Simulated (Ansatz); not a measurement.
The first iterations of a band of CH$_{8}$BGeNO (13 atoms, charge 0, multiplicity 1).

The calculation used RKS revPBE-D4/def2-SVP (Ansatz).

- movable images: 5
- climbing image: yes
- spring: 5.0 eV/Å²
- optimiser: quadratic models (default)
- start path: IDPP
- force threshold: 0.2 eV/Å
- iteration limit: 60
- end points: relaxed

Initial state:

```xyz
13
Properties=species:S:1:pos:R:3
B -1.679 2.014 0.214
N -0.712 1.170 0.781
C 0.286 0.402 0.075
O -0.024 -0.980 0.189
Ge 1.142 -2.192 -0.498
H -2.478 2.568 0.947
H -1.675 2.178 -0.994
H -0.717 0.987 1.789
H 0.284 0.743 -0.986
H 1.299 0.610 0.503
H 1.275 -1.965 -2.032
H 0.495 -3.555 -0.167
H 2.525 -2.015 0.195
```

Final state:

```xyz
13
Properties=species:S:1:pos:R:3
B -1.683 2.012 0.223
N -0.709 1.170 0.782
C 0.285 0.404 0.068
O -0.025 -0.978 0.179
Ge 1.143 -2.192 -0.501
H -1.688 2.179 -0.983
H -2.477 2.561 0.964
H -0.707 0.985 1.789
H 0.278 0.749 -0.992
H 1.301 0.611 0.492
H 1.285 -1.968 -2.034
H 0.493 -3.553 -0.168
H 2.524 -2.013 0.197
```

| iteration | highest image above the first end (eV) | largest band force component (eV/Å) |
| --- | --- | --- |
| 1 | 1.749 | 1.897 |
| 2 | 1.626 | 0.827 |
| 3 | 1.608 | 0.312 |

Question: Does the band converge within its limit, and where does its top end?

Answer: It converged. It ended after 10 iterations with the highest image 1.448 eV above the first end. The threshold of 0.2 eV/Å is loose, so the images may lie well off the minimum-energy path. The order of the stationary point at the top wasn't checked.

Time of the run: 2.5 min on 2 threads of Arm Neoverse V1, with other jobs on the host, peak memory 0.17 GiB.
